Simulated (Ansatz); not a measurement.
System: C2H7Si (charge 0, doublet). It need not be the lowest isomer of its formula. 
Structure (B3LYP-D3(BJ)/def2-TZVP (Ansatz, a quantum-chemistry and plane-wave program) minimum search):
```xyz
10

Si     0.0954     0.5837     0.0456
C     -1.6121    -0.2121     0.0226
C      1.4535    -0.6938    -0.2247
H      0.3109     1.2896     1.3419
H     -1.8059    -0.6978    -0.9355
H     -1.6892    -0.9719     0.8069
H     -2.3959     0.5276     0.1923
H      1.4169    -1.4600     0.5564
H      1.3376    -1.1917    -1.1891
H      2.4418    -0.2327    -0.1979
```
Charge 0, spin multiplicity 2.

Property: atomisation energy (electronic, to ground-state atoms), in kJ/mol. Cores are frozen in the correlated levels unless marked. UHF or UKS for open shells. No spin-orbit coupling. No relativistic terms. The coupled-cluster limit lacks core correlation, which all-electron functionals hold. CBS marks a two-point X^-3 extrapolation of the correlation energy; Hartree-Fock from the larger set (for Q and 5 zeta extrapolated as (X+1)exp(-9√X)). [CCSD(T)-MP2]/basis is that difference in the basis named.

```
level                                                                             program  atomisation energy (kJ/mol)  minus last row
-------------------------------------------------------------------------  --------------  ---------------------------  --------------
HF/aug-cc-pV(Q+d)Z                                                                 Ansatz                       2698.3          -790.2
BLYP/def2-TZVPD                                                                    Ansatz                       3432.5           -56.0
B97M-V/def2-TZVPD                                                                  Ansatz                       3499.8            11.3
r2SCANh-D4/def2-TZVPD                                                      Ansatz + dftd4                       3499.6            11.1
CAM-B3LYP-D4/def2-TZVPD                                                    Ansatz + dftd4                       3508.5            20.0
wB97M-V/def2-TZVPD                                                                 Ansatz                       3491.1             2.6
CCSD/aug-cc-pV(T+d)Z                                                               Ansatz                       3398.6           -89.9
CCSD(T)/cc-pV(T+d)Z                                                                Ansatz                       3416.2           -72.3
RI-MP2/CBS(aug-cc-pV(T+d)Z,aug-cc-pV(Q+d)Z)+[CCSD(T)-MP2]/aug-cc-pV(Q+d)Z          Ansatz                       3492.8             4.3
CCSD(T)/CBS(cc-pV(Q+d)Z,cc-pV(5+d)Z)                                               Ansatz                       3488.5             0.0
```
